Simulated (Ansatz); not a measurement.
A run of Ansatz (development build ahead of 0.2.0) on doublet BeLi at this shape:

```xyz
2

Li    0.0000    0.0000   -1.4021
Be    0.0000    0.0000    1.4021
```

Its results:

```
Converged                       : yes
Reference energy                : -21.97783 hartree
Correlation energy              : -0.02724 hartree
Total energy                    : -22.00508 hartree
Spin squared of the determinant : 0.750
Stability test                  : minimum among restricted orbitals
```

Messages of the program:
```
mean field -598.04734485 eV, -21.9778345522 hartree, gradient 1.7e-6 eV, S^2 0.750000; 15 other ends of a descent, 0 dependent functions left out
```

Q: Which input gives this output? Name the method, the orbitals and the basis set, and write the input.

A: ROHF-MP2 in def2-SVP.

```yaml
crystal:
  periodic: [false, false, false]
  atoms:
    - { symbol: Li, position_ang: [0.0, 0.0, -1.4021] }
    - { symbol: Be, position_ang: [0.0, 0.0, 1.4021] }
basis:
  gaussian: { orbitals: def2-SVP }
magnetization:
  initial_magnetization: 1
hamiltonian:
  xc: hf
correlation:
  method: mp2
  frozen_orbitals: { Be: 0, Li: 0 }
```
